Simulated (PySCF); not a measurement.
A structure optimised at B3LYP-D3(BJ)/def2-TZVP, used in a PySCF frequency run:

```xyz
4

Te    -0.0680     0.1224     0.5792
Cl     1.6941     0.7457    -0.8918
S     -1.5190    -1.0484    -0.8867
H     -0.9565    -2.2667    -0.7736
```
Charge 0, spin multiplicity 1.

Question: Write its SMILES and formula.

Answer: S[Te]Cl, ClHSTe

Question: What are its rotational constants (standard atomic weights)?

Answer: 4.9288, 2.1580, 1.5164 GHz
